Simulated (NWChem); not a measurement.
Molecule: GeBrF, singlet; SMILES [F][Ge][Br]

Low-valent species are run as closed-shell singlets; no triplet was tried in these runs. This build's default masses of Se (78.918 u) and Br (79.917 u) are each other's, which moves their modes by up to 0.6 %.

### Question
Give the equilibrium geometry at PBE-D3(BJ)/def2-SVP (NWChem) as an XYZ file, with the point group.

### Answer
point group Cs; any orientation.
```
3

Ge     0.4016     0.9880     0.0000
F     -1.2509     1.6293     0.0000
Br    -0.0572    -1.3369     0.0000
```
